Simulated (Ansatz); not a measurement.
Relaxation of C₃H₇NO₂S (14 atoms, charge 0, multiplicity 1), to a largest force component of 0.015 eV/Å in at most 40 steps.

Computed with Ansatz, RKS BLYP/def2-SVP.

```xyz
14
Properties=species:S:1:pos:R:3
C 1.222 -1.709 0.713
O 0.784 -0.878 -0.415
C -0.382 -0.029 -0.236
S -1.864 -0.868 -0.427
N -0.226 1.132 -1.083
C -0.592 1.977 0.077
O -0.239 0.845 0.913
H 0.389 -2.287 1.024
H 2.014 -2.283 0.442
H 1.506 -1.022 1.548
H -1.736 -1.261 -1.666
H 0.777 1.244 -1.269
H -1.694 2.274 0.134
H 0.027 2.837 0.274
```

Task: Where does it end, and by what steps?

Result: It converged. After 11 steps the energy has fallen by 1.157 eV; H11 moved furthest, 0.59 Å.

| step | energy less start (eV) | largest force component (eV/Å) | accepted |
| --- | --- | --- | --- |
| 0 | 0.0000 | 5.020 | yes |
| 1 | -0.9176 | 2.397 | yes |
| 2 | -1.0787 | 1.066 | yes |
| 3 | -0.9688 | 1.871 | no |
| 4 | -1.1365 | 0.168 | yes |
| 5 | -1.1447 | 0.173 | yes |
| 6 | -1.1506 | 0.139 | yes |
| 7 | -1.1534 | 0.090 | yes |
| 8 | -1.1555 | 0.124 | yes |
| 9 | -1.1564 | 0.071 | yes |
| 10 | -1.1564 | 0.038 | yes |
| 11 | -1.1568 | 0.010 | yes |

```xyz
14
Properties=species:S:1:pos:R:3
C 1.118 -1.614 0.681
O 0.826 -0.637 -0.335
C -0.386 0.037 -0.234
S -1.887 -1.118 -0.340
N -0.394 1.210 -1.107
C -0.461 2.023 0.126
O -0.560 0.832 0.958
H 0.390 -2.451 0.653
H 2.136 -1.987 0.464
H 1.096 -1.149 1.689
H -1.455 -1.746 -1.473
H 0.494 1.285 -1.621
H -1.374 2.652 0.213
H 0.443 2.635 0.356
```

Time of the run: 41 s on 2 threads of Arm Neoverse V2 (shared host), peak memory 0.19 GiB.
